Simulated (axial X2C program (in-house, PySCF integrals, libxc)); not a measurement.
## Nuclear properties of HCoF

Calculated with an axial X2C code built on PySCF integrals: two-component X2C with atomic mean-field Coulomb and Gaunt terms, Gaussian nuclei, basis H dyall-v3z, Co dyall-v3z, F dyall-av3z with contracted cores.

H–Co–F held linear, with bonds 1.561 and 1.765 Å (near the PBE0 minimum at charge 0 of the determinant lowest at the starting distance; the state shown can have its own minimum elsewhere, held linear; other orders of the atoms were not compared).

Determinant lowest in the PBE0 search, Ω = 9/2 (⟨Sz⟩ = 1.50, ⟨Lz⟩ = 3.00 at PBE0), spin on the atoms H -0.04, Co 1.51, F 0.03:

| level | Eeff magnitude (GV/cm) | Ws magnitude Co (kHz) | A∥/gI H (MHz) | qzz H (a.u.) | A∥/gI Co (MHz) | qzz Co (a.u.) | A∥/gI F (MHz) | qzz F (a.u.) | μ (D) |
| --- | --- | --- | --- | --- | --- | --- | --- | --- | --- |
| PBE0 | 0.0232 | 0.00178 | 1.88 | 0.11 | 550 | -1.77 | 16.3 | 0.69 | -1.36 |
| HF | 0.00619 | 0.00465 | 0.754 | 0.13 | 470 | -1.92 | 9.39 | 0.58 | -1.63 |
| PBE | 0.00852 | 0.00433 | 2.54 | 0.10 | 583 | -1.83 | 23.6 | 0.55 | -1.00 |

Eeff is the effective electric field on the electron electric dipole moment in this Ω state and Ws the scalar–pseudoscalar constant of the nucleus named (defined with the proton number Z and per Ω); A∥ (defined per Ω) follows by multiplying with gI = μI/(I μN); qzz is the electric field gradient, eQq0 = 234.96 MHz × Q/barn × qzz; μ is positive if the F end (last atom) is positive. The operators were transformed with the bare-nucleus X2C matrices; with these basis sets, hyperfine constants and field gradients can be off by tens of per cent, and where levels differ in sign neither size nor sign is settled.

With gI(59Co) = 1.3220, Q(59Co) = 0.42 barn (g factors from the IAEA table of nuclear moments by Stone; Q from Pyykkö, Mol. Phys. 2018), turn the PBE0 values of the first state into constants in MHz.

A∥(59Co) = 550 × 1.3220 = 727 MHz; eQq0(59Co) = 234.96 × (0.42) × (-1.77) = -175 MHz.

The molecule was held linear; bending was not examined, so a bent shape may lie lower.

Each state is one determinant with collinear spin, which with several unpaired electrons need not be a pure state. Unrestricted Hartree–Fock can overshoot spin polarisation at the nuclei. In the state Ω = 9/2 the sign of Eeff differs between levels (HF, PBE against PBE0). With several open shells hyperfine constants can be off by a factor of several. Where Eeff spreads by more than a factor of two the levels disagree and none is to be relied on. At PBE a later determinant lies lower. States lie within half an eV, so the first need not be the ground state. Further determinants of the search, some of them spin-mixed, are not shown. Where a field gradient or hyperfine factor spreads by more than a factor of two over the levels, a constant derived from it is not to be relied on.
